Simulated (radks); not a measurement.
Values are calculated unless marked as measured or tabulated.
Task: Neutral manganese, [Ar] 3d5 4s2. Level of theory: non-relativistic Kohn-Sham, PBE, spin-polarised, spherical densities, point nucleus (a radial shooting solver on a logarithmic mesh with Libxc functionals). Every spin shell is full or empty, so the densities are truly spherical. Functionals are evaluated on that one density, not self-consistently. Rank these orbital-free kinetic functionals by their error against the exact value of the orbitals, and give that value: Thomas-Fermi, von Weizsacker, TF + vW, TF + vW/5, LC94, APBEK, revAPBEK, Perdew 92, Thakkar, Pearson, DePristo-Kress, Ernzerhof.

Result: Exact: 1149.84 hartree. From best to worst, with 100 (|E| - |E exact|)/|E exact| (equal figures are ties): LC94 -0.02, APBEK +0.09, DePristo-Kress -0.09, Ernzerhof -0.32, revAPBEK +0.36, Thakkar -0.39, Perdew 92 -0.76, Pearson -1.33, TF + vW/5 +3.92, Thomas-Fermi -6.63, TF + vW +46.10, von Weizsacker -47.28.
